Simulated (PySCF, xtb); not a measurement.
H3O3Si, SMILES O[Si](O)O (connectivity only; charge and spin as stated), charge +1, multiplicity 1. The values are those of a single conformer.

Harmonic wavenumbers (cm⁻¹) from xtb 6.7.1 with GFN2-xTB at its own minimum, in rising order: 200, 248, 256, 304, 337, 382, 514, 640, 670, 925, 1195, 1227, 3511, 3533, 3557.

**Question.** What does TPSSh-D3(BJ)/def2-SVP in PySCF give at its own minimum? (The exact figures need the calculation; the answer reports its results.)

**Answer.** 294, 309, 311, 329, 404, 448, 563, 633, 688, 873, 1162, 1176, 3780, 3789, 3810. Paired by order, the mean absolute difference is 90 cm⁻¹ and the zero-point energies are 25.0 and 26.5 kcal/mol.
